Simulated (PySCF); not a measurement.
Compound: bromomethylsilane, CH5BrSi.
Z-matrix (Å and degrees, PBE0-D3(BJ)/def2-SVP geometry), rows numbered from 1:
```
Si
C   1  1.8911
Br  2  1.9450  1  110.08
H   1  1.4910  2  109.45  3   -60.15
H   1  1.4909  2  109.49  3    60.66
H   1  1.4965  2  108.79  3  -179.73
H   2  1.0988  1  112.07  3  -119.00
H   2  1.0988  1  112.00  3   118.94
```

Computed, not measured: PySCF 2.14.0, PBE0-D3(BJ)/def2-SVP geometry optimisation, gas phase.

Take the most abundant isotopes and a rigid rotor. 

What are A, B and C (GHz)?

Ia = 24.98, Ib = 238.17, Ic = 253.93 u·Å²; 505379 MHz·u·Å²/I gives 20230, 2122 and 1990 MHz, that is A = 20.230, B = 2.1219, C = 1.9902 GHz.

What kind of rotor is it?

A near-prolate asymmetric top; Ray's κ = -0.986.

What does the inertial defect say?

Not planar: Δ = Ic − Ia − Ib = -9.22 u·Å². For a rigid frame Δ = −2 Σ m c², so Σ m c² = 4.61 u·Å² lies off the ab plane, practically all of it from hydrogen. The atom farthest from that plane is 1.23 Å away.

Where do the levels up to J = 2 lie, in MHz?

Above 0(0,0):
J = 1: 1(0,1) 4112, 1(1,1) 22220, 1(1,0) 22352
J = 2: 2(0,2) 12336, 2(1,2) 30313, 2(1,1) 30708, 2(2,1) 85033, 2(2,0) 85034

Which types of transition are allowed, and where do some lines up to J = 3 fall?

The dipole components are |μa| = 1.10 D, |μb| = 1.06 D, |μc| = 0.00 D; the mirror of this Cs structure is the ab plane, so μc vanishes by symmetry and there are no c-type lines. Intensities carry the squares of the components, which stand as 1.00 : 0.92 (a : b). Some lines, for components of 0.1 D or more:

```csv
type,branch,"J(Ka,Kc)",MHz,lower level (cm⁻¹)
a,R,"1(0,1) ← 0(0,0)",4112,0.000
a,R,"2(0,2) ← 1(0,1)",8224,0.137
a,R,"2(1,1) ← 1(1,0)",8356,0.746
a,R,"3(0,3) ← 2(0,2)",12333,0.411
a,R,"3(2,1) ← 2(2,0)",12339,2.836
b,Q,"2(1,1) ← 2(0,2)",18372,0.411
b,R,"2(2,0) ← 1(1,1)",62813,0.741
b,R,"3(2,2) ← 2(1,1)",66661,1.024
b,Q,"3(3,0) ← 3(2,1)",90868,3.248
b,Q,"3(3,1) ← 3(2,2)",90871,3.248
```

Estimate the classical rotational partition function at 25 K, 100 K and 200 K.

Point group Cs, symmetry number σ = 1; q = (√π/σ)·√((kT/h)³/(ABC)), k/h = 20836.6 MHz/K: 2280 at 25 K, 18200 at 100 K, 51600 at 200 K.

PBE0-D3(BJ)/def2-SVP frequencies: not computed here. No vibrational averaging or centrifugal distortion is included, and the geometry carries the error of its method. A rigid rotor knows nothing of internal rotation, which can split or shift real lines. Quadrupole hyperfine structure (79Br) is left out.
